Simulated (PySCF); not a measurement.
Computed IR spectrum (relative IR intensity) of a molecule C₂H₄NO, multiplicity 2. Geometry: B3LYP-D3(BJ)/def2-SVP. The values are those of a single conformer. All values below come from B3LYP-D3(BJ)/def2-SVP run with PySCF. Frequencies are harmonic and unscaled.

| ν (cm⁻¹) | relative intensity |
|---|---|
| 78 | 4.4 |
| 206 | 49 |
| 341 | 24 |
| 653 | 30 |
| 926 | 54 |
| 1023 | 12 |
| 1119 | 10.0 |
| 1252 | 62 |
| 1373 | 23 |
| 1396 | 16 |
| 1418 | 21 |
| 1461 | 41 |
| 1629 | 94 |
| 2981 | 8.4 |
| 2996 | 100 |
| 3051 | 10 |
| 3100 | 13 |

Q: Identify the compound among the candidates.
A. C[N]C=O
B. [CH2]C(N)=O
C. CC([NH])=O

A: A, C[N]C=O
